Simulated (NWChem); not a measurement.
Species: C$_{3}$H$_{6}$OS; SMILES CSCC=O

```xyz
11

C     -1.3288    -1.1973     0.1468
S      0.4392    -1.2006    -0.2214
C      0.9216     0.3708     0.5604
C      0.3628     1.4650    -0.3042
O     -0.6440     2.0730    -0.0493
H     -1.5103    -1.3297     1.2237
H     -1.7616    -2.0487    -0.3967
H     -1.8107    -0.2702    -0.1972
H      2.0221     0.3795     0.5645
H      0.5361     0.4390     1.5890
H      0.9160     1.6251    -1.2653
```
Atoms are numbered in this order, from 1.

Results from NWChem. All runs use the structure optimised with PBE0/def2-SVP.

For level CAM-B3LYP/def2-TZVP:

```
Item                         Result
---------------------------  ------
highest occupied level (eV)   -8.12
orbital gap (eV)               8.32
dipole (D)                     1.57
```

**Question.** Estimate the same quantities for level Hartree-Fock/def2-TZVP.

**Answer.** 
| Quantity | Result |
|---|---|
| highest occupied level (eV) | -9.66 |
| orbital gap (eV) | 12.89 |
| dipole (D) | 1.68 |
